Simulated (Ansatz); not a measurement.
Cl2MoOS (`[O]=[Mo](=[S])([Cl])[Cl]`) at its PBE0-D4/def2-TZVP geometry, where that method's forces vanish. The species carries charge 0 and has multiplicity 1. Mo: def2 effective core potential.

```tsv
atom	x (Å)	y (Å)	z (Å)
O1	-0.926	0.906	-1.175
Mo2	-0.047	0.048	-0.060
S3	-0.307	-1.984	-0.489
Cl4	2.118	0.564	-0.265
Cl5	-0.839	0.466	1.989
```

Problem. For each bond, give half the difference of the two atoms' forces along it (eV/Å; positive pushes the atoms apart) under PBE-D4, r2SCAN-D4, B3LYP-D4, ωB97M-V in def2-TZVPP. (Estimate.)

Solution. Computed: 
```csv
bond,length (Å),PBE-D4,r2SCAN-D4,B3LYP-D4,ωB97M-V
O1–Mo2,1.658,1.20,0.65,0.47,-0.54
Mo2–S3,2.094,0.53,0.31,0.29,-0.28
Mo2–Cl4,2.236,-0.12,-0.07,0.13,0.27
Mo2–Cl5,2.236,-0.12,-0.07,0.13,0.27
```

B3LYP here is the variant with VWN-RPA as its local correlation; programs differ in this.
